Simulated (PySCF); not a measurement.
# How methods differ on the ionisation energy of Cr²⁺

Cr²⁺ [Ar] 3d4 (5D) → Cr³⁺ [Ar] 3d3 (4F), as a difference of total energies. Calculation: PySCF 2.14, in x2c-TZVPPall with one added diffuse shell each of s, p, d, f type (7s6p5d3f1g, 80 functions); scalar relativity by spin-free X2C-1e. Correlated levels: valence: [Ar] frozen; valence and next inner shell: [Ne] frozen. The calculations carry no spin-orbit coupling.

```
                                method  ionisation energy (eV)
                                   UHF                  29.673
                                   LDA                  31.891
                                   PBE                  31.474
                                  PBE0                  31.279
                                r2SCAN                  31.049
                                revPBE                  31.367
                                 M06-L                  30.841
                                  MN15                  31.548
                                 B97-3                  31.018
                         MP2 (valence)                  30.301
                     SCS-MP2 (valence)                  29.882
    MP2 (valence and next inner shell)                  30.983
SCS-MP2 (valence and next inner shell)                  30.551
```

A first-order spin-orbit estimate (lowest level to lowest level, LS coupling) adds -0.024 eV.

Errors of the correlated levels include the incompleteness of this basis and the frozen core.

Q: Which method comes closest to the reference value, and which is furthest?

A: The reference is 30.959 ± 0.025 eV (measured; NIST Atomic Spectra Database, ionization energies). Closest: MP2 (valence and next inner shell) (error -0.001 eV); furthest: UHF (error -1.310 eV), both after the spin-orbit estimate.
